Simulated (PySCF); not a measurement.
Delta-SCF ions had no search for a lower state. Excitations are Tamm–Dancoff values on a coarser integration grid. The basis has no diffuse functions, so Rydberg states are missing or too high.

Z-matrix (Å, degrees):
```
Al
O 1 1.9591
H 2 0.9707 1 110.30
H 2 0.9707 3 108.03 1 120.60
Cl 1 2.0982 2 106.31 3 -120.03
Cl 1 2.1199 2 95.92 3 119.02
Cl 1 2.1200 2 95.91 3 0.88
```
Charge 0, spin multiplicity 1.

What T1 excitation (TDA), vertical ionisation energy (Delta-SCF), HOMO–LUMO gap, dipole moment, LUMO, S1 excitation (TDA), charge on the central atom (meta-Löwdin) and total energy does PySCF 2.14.0 with TPSSh-D3(BJ)/def2-TZVP // PBE0-D3(BJ)/def2-SVP give?


- T1 excitation (TDA): 6.39 eV
- vertical ionisation energy (Delta-SCF): 10.45 eV
- HOMO–LUMO gap: 6.87 eV
- dipole moment: 1.040 e·Å
- LUMO: -1.12 eV
- S1 excitation (TDA): 6.46 eV
- charge on the central atom (meta-Löwdin): 0.85 e
- total energy: -1699.8593 Ha
